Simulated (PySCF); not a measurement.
Which determinant of NaTl lies lowest?

Unrestricted PBE0; basis Na def2-SVP, Tl def2-SVP with ECP60; scalar-relativistic core potentials; PySCF 2.14. Outer shells of the fragments: Na 3s1; Tl 5d10 6s2 6p1.

Followed along the bond (rough minima from three points):

```
2Ms+1  unpaired  ⟨S²⟩ at the start  R at minimum (Å)  Te (eV)
    1      none               0.00              3.28     0.00
    3  σ ↑, π ↑               2.00              3.14     0.28
    1  σ ↑, π ↓               1.00              3.28     0.45
    3      σ ↑↑               2.00  none in the scan   ≤ 0.87
    3      π ↑↑               2.00  none in the scan   ≤ 1.38
```

Solutions found at the starting distance of 3.005 Å, counted from the lowest of them; the search is not exhaustive and high or unbound solutions are not listed, so other states can lie among these:

```tsv
2Ms+1	unpaired	term	E (eV)	⟨S²⟩	⟨Lz²⟩	μ (D)
1	none	¹Σ⁺	0.00	0.00	0.00	-1.51
3	σ ↑, π ↑	³Π	0.23	2.00	1.00	-3.87
1	σ ↑, π ↓	mixed	0.42	1.00	1.00	-3.41
3	σ ↑↑	³Σ⁺	1.09	2.00	0.00	4.20
3	π ↑↑	³Σ⁻	1.38	2.00	0.00	-7.13
1	π ↑↓	mixed	1.56	1.00	2.01	-6.71
1	none	mixed	2.03	0.00	2.00	-5.81
3	π ↑↑	mixed	3.26	2.00	2.00	1.41
```

A term symbol is given only where ⟨S²⟩ and ⟨Lz²⟩ are close to those of a pure state; real π, δ and φ orbitals otherwise mix terms. A positive dipole means Na(−)Tl(+).

Q: Compare the gap between the two lowest followed solutions at the starting distance with the gap between their minima.

A: At PBE0 the second solution (triplet, unpaired electrons σ ↑, π ↑) lies +0.23 eV from the first (singlet, closed shell) at 3.005 Å and +0.28 eV at the minima; the two curves relax by different amounts, since their minima lie near 3.14 and 3.28 Å.

These are scalar-relativistic numbers at best; spin–orbit coupling would shift them, the dissociation energy most. Counting both spins, an empty level lies below a filled one in some of these solutions, because spin and occupation are held.
